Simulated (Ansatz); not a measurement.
Calculated with Ansatz (gas phase, PBE0-D4/def2-TZVP geometries, no zero-point term in ΔE). CCSD(T)/CBS is the MP2 limit (def2-TZVPP, def2-QZVPP) plus CCSD(T) − MP2 in def2-TZVPP, frozen cores. Functionals use def2-TZVPP. B3LYP here is the variant with VWN-RPA as its local correlation; programs differ in this. One conformer a species, not always the lowest.

Reaction (redistribution): `FCB1N[SiH2]1` + `O[SiH](O)O` → `OB1N[SiH2]1` + `O[SiH](O)CF`

```tsv
level	ΔE (kJ/mol)	difference from CCSD(T)/CBS
PBE-D4	23.3	-10.7
PBE0-D4	28.0	-6.0
B2PLYP	31.7	-2.3
PBE	23.8	-10.2
r2SCAN	30.4	-3.6
B3LYP	29.2	-4.8
MP2/def2-TZVPP	35.0	1.0
CCSD/def2-TZVPP	34.6	0.6
HF/def2-QZVPP	37.3	3.3
HF/CBS(def2)	37.4	3.4
CCSD(T)/CBS	34.0	0
```

Largest T1 diagnostic among the species: 0.013.

From PBE to PBE0 (25 % exact exchange), in def2-TZVPP and without D4, ΔE moves by +4.6 kJ/mol.
